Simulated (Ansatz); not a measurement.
Two structures of BH$_{2}$BrF$_{2}$, singlet, reached by relaxing down either side of one saddle point (PBE0-D4/def2-TZVP). Energies are electronic, without zero-point energy. Computed with Ansatz 0.2.0 (basis: def2-TZVPP and def2-QZVPP); correlated methods freeze the cores. Filled d shells of the heavier atoms are correlated. The def2 sets are not built for correlating such inner shells, so the correlated values are less sure here. Extrapolation: Hartree–Fock as exp(−7.88 √X), correlation as X^−2.97. First:

B1  (-0.924, -0.690, -0.064)
H2  (-1.316, 0.328, -0.543)
F3  (-0.394, -1.631, -0.813)
F4  (-1.059, -0.927, 1.222)
H5  (1.652, 2.084, -0.180)
Br6  (2.041, 0.836, 0.378)
(Å)

Second:

| atom | x (Å) | y (Å) | z (Å) |
| --- | --- | --- | --- |
| B1 | 0.3407 | -0.8399 | 0.4018 |
| H2 | -1.2692 | 1.3864 | -0.8942 |
| F3 | 0.0838 | -1.4757 | -0.7132 |
| F4 | -0.5831 | -0.7706 | 1.3266 |
| H5 | -0.6181 | 1.7415 | -0.8041 |
| Br6 | 2.0458 | -0.0417 | 0.6832 |

(1) Which bonds change from the first to the second?

(2) Give the saddle point's structure and its height above each. (To be estimated.)

The T1 diagnostic stays at or below 0.011. The start structure is not quite a true minimum (one mode of 50i cm⁻¹).

## Answers

(1) BHF₂ ([F][BH][F]) + HBr → BBrF₂ ([F][B]([F])[Br]) + H₂; bonds formed: B1–Br6, H2–H5; bonds broken: B1–H2, H5–Br6.

(2) Computed: 30.35 kcal/mol above the first and 39.27 kcal/mol above the second (CCSD(T) at an estimated basis limit (MP2 extrapolated from triple and quadruple zeta, plus CCSD(T) − MP2 in triple zeta)).
B1  (-0.279, -0.370, 0.037)
H2  (-0.758, 0.733, -0.501)
F3  (-0.141, -1.321, -0.870)
F4  (-0.824, -0.599, 1.218)
H5  (0.229, 0.966, -0.259)
Br6  (1.773, 0.591, 0.375)
(Å)

Labels in which every atom is bracketed show which atoms are joined, not bond orders.

For scale, one of the runs: CCSD(T)/def2-TZVPP, 169 basis functions, launched by `ansatz run in.yaml --threads 4 --pin off --events-out ev --progress --plain --max-ram 9574MiB`. The run took 37 s on 4 CPU threads of an Arm Neoverse V2 (shared host), with 1.6 GiB of host memory at its peak.
